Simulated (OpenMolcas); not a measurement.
Nb3+ (d2) among equal point charges was computed by CASSCF with the d shell active (OpenMolcas, ANO-RCC-VDZP on the metal). Its lowest spin-free states, and all those of the highest spin:

| 2S+1 | Degeneracy | E (cm-1) |
| --- | --- | --- |
| 3 | 2 | 0.0 |
| 3 | 1 | 2327 |
| 1 | 1 | 8233 |
| 1 | 2 | 8549 |
| 3 | 2 | 9204 |
| 3 | 2 | 10760 |
| 1 | 2 | 10828 |
| 1 | 2 | 18985 |
| 1 | 1 | 23057 |
| 1 | 2 | 23618 |
| 3 | 2 | 23836 |
| 3 | 1 | 27240 |

Question: Is the site octahedral, tetrahedral or cube-like, axial, or of lower symmetry?

Answer: The states with 2S+1 = 3 have orbital degeneracies 2, 1, 2, 2, 2, 1. There are pairs but no triples, so the site is axial: not cubic, but with a proper or improper axis of order three or more. The run had Nb3+ among 6 point charges of -1.7 e arranged as a trigonal prism (D3h), 2 Å from the ion. The active orbitals were held to one l.

An orbital doublet at a regular site is open to a Jahn-Teller distortion, which this geometry leaves out. Without dynamic correlation the repulsion within the d shell is too large (B by tens of per cent), so at a given field states of lower spin stand too high. This is an electrostatic model: the charges have no orbitals. An unlabelled pair can be two single states that coincide in this model. No measured value stands beside these numbers.
